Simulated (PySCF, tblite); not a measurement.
Isomers of C5H10OSSi2, one GFN2-xTB conformer each. Single-point energies are computed at PBE0/pcSseg-1 (PySCF, gas phase, no added dispersion term), electronic only.

```csv
SMILES,GFN2-xTB relative energy (kcal/mol)
C#C[SiH2]S[Si@@H](C)CC=O,95.0
[SiH3]OC[SiH2]c1cccs1,46.5
C#C[SiH2][C@@H]1COCS[SiH2]1,98.4
[SiH3]O[SiH2]Cc1cccs1,0.0
```

Conformers: `[CH:1]#[C:2][SiH2:3][S:4][Si@@H:5]([CH3:6])[CH2:7][CH:8]=[O:9]` with C2–Si3–S4–Si5 155°, Si3–S4–Si5–C6 53°, S4–Si5–C7–C8 69°, Si5–C7–C8–O9 92°; `[SiH3:1][O:2][CH2:3][SiH2:4][c:5]1[cH:6][cH:7][cH:8][s:9]1` with Si1–O2–C3–Si4 -70°, O2–C3–Si4–C5 -174°, C3–Si4–C5–C6 -5°; `[CH:1]#[C:2][SiH2:3][C@@H:4]1[CH2:5][O:6][CH2:7][S:8][SiH2:9]1` with C2–Si3–C4–C5 -59°, Si3–C4–C5–O6 174°, C4–C5–O6–C7 78°, C5–O6–C7–S8 -78°, O6–C7–S8–Si9 55°; `[SiH3:1][O:2][SiH2:3][CH2:4][c:5]1[cH:6][cH:7][cH:8][s:9]1` with Si1–O2–Si3–C4 -23°, O2–Si3–C4–C5 46°, Si3–C4–C5–C6 76°.

Question: What does PBE0/pcSseg-1 give for the same structures?

Answer: 
| SMILES | PBE0/pcSseg-1 E (Eh) | PBE0/pcSseg-1 (kcal/mol) | GFN2-xTB (kcal/mol) | point group |
| --- | --- | --- | --- | --- |
| [SiH3]O[SiH2]Cc1cccs1 | -1248.23965 | 0.0 | 0.0 | C1 |
| [SiH3]OC[SiH2]c1cccs1 | -1248.17633 | 39.7 | 46.5 | C1 |
| C#C[SiH2]S[Si@@H](C)CC=O | -1248.17616 | 39.8 | 95.0 | C1 |
| C#C[SiH2][C@@H]1COCS[SiH2]1 | -1248.13311 | 66.9 | 98.4 | C1 |

Both levels put the same isomer lowest; measured from each level's own lowest isomer, the values differ by up to 55.2 kcal/mol (C#C[SiH2]S[Si@@H](C)CC=O: 95.0 against 39.8). As drawn, the lowest has an aromatic ring and an Si–O bond, which the highest lacks; the highest has a C≡C bond, which the lowest lacks. Neighbours under 2.5 kcal/mol apart ([SiH3]OC[SiH2]c1cccs1 and C#C[SiH2]S[Si@@H](C)CC=O) can change places with a better method, another conformer or zero-point energy.

Question: Which frontier levels, dipoles and rotational constants go with these structures?

Answer: 
```csv
SMILES,"HOMO (eV, PBE0/pcSseg-1)",LUMO (eV),dipole (D),"A, B, C (MHz)"
[SiH3]O[SiH2]Cc1cccs1,-6.47,-0.39,0.62,"1421, 772.5, 613.3"
[SiH3]OC[SiH2]c1cccs1,-7.09,-0.85,1.62,"3365, 382.7, 353.3"
C#C[SiH2]S[Si@@H](C)CC=O,-7.28,-0.85,3.72,"1758, 463.0, 389.0"
C#C[SiH2][C@@H]1COCS[SiH2]1,-6.90,-0.36,2.25,"2106, 550.5, 457.9"
```

Question: What happens when harmonic zero-point energies from GFN2-xTB frequencies are added?

Answer: 
```json
{"SMILES": "[SiH3]O[SiH2]Cc1cccs1", "ZPE (kcal/mol)": "80.2", "electronic (kcal/mol)": "0.0", "with ZPE (kcal/mol)": "0.0"}
{"SMILES": "[SiH3]OC[SiH2]c1cccs1", "ZPE (kcal/mol)": "79.8", "electronic (kcal/mol)": "39.7", "with ZPE (kcal/mol)": "39.4"}
{"SMILES": "C#C[SiH2]S[Si@@H](C)CC=O", "ZPE (kcal/mol)": "80.5", "electronic (kcal/mol)": "39.8", "with ZPE (kcal/mol)": "40.2"}
{"SMILES": "C#C[SiH2][C@@H]1COCS[SiH2]1", "ZPE (kcal/mol)": "81.4", "electronic (kcal/mol)": "66.9", "with ZPE (kcal/mol)": "68.1"}
```

The zero-point energies span 1.6 kcal/mol. The order is unchanged.
